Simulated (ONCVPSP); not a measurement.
## Building the ONCV potential for promethium (Pm) (LDA (Perdew-Wang 92), scalar-relativistic).

- Element: Pm (Z = 61)
- Generator: ONCVPSP 4.0.1
- Type: optimised norm-conserving Vanderbilt (ONCV)
- Functional: LDA (Perdew-Wang 92)
- Relativity: scalar-relativistic
- Frozen core: [Kr] 4d10
- Valence charge: 15
- Reference configuration: 4f5 5s2 5p6 6s2
- Partial waves: 5s+6s: rc 2.30 bohr, ncon 4, nbas 8, qcut 6.7 1/bohr, 2 projectors; 5p: rc 2.50 bohr, ncon 4, nbas 7, qcut 6.7 1/bohr, 2 projectors, debl 2.1 Ha; d scattering state at 0.02 Ha: rc 2.40 bohr, ncon 3, nbas 7, qcut 3.8 1/bohr, 2 projectors, debl 0.7 Ha; 4f: rc 0.85 bohr, ncon 3, nbas 6, qcut 13.6 1/bohr, 2 projectors, debl 2.3 Ha
- Local potential: polynomial inside 0.65 bohr (lpopt 5, dvloc0 5.5 Ha)
- Core correction: Teter function, fcfact 5.5, rcfact 1.45

In the d channel the program set the typed energies aside and used 0.050, 0.750 Ha.

Calculated quality:

* Ghost test: ghosts flagged at negative energy: s at -724.3 eV, p at -260.7 eV; GHOST(+) flagged for d at 55.0 eV, s at 88.3 eV; a true bound ghost makes a file unfit for plane-wave use
* Configuration tests: tests left out (the all-electron energies of this program are off by 10 to 40 meV for near-neutral 4f atoms)
* rms error of d²Exc/dni dnj: 8.97 mHa without and 3.10 mHa with the model core

Generation and tests took about 5.5 s on one core of a shared server CPU.
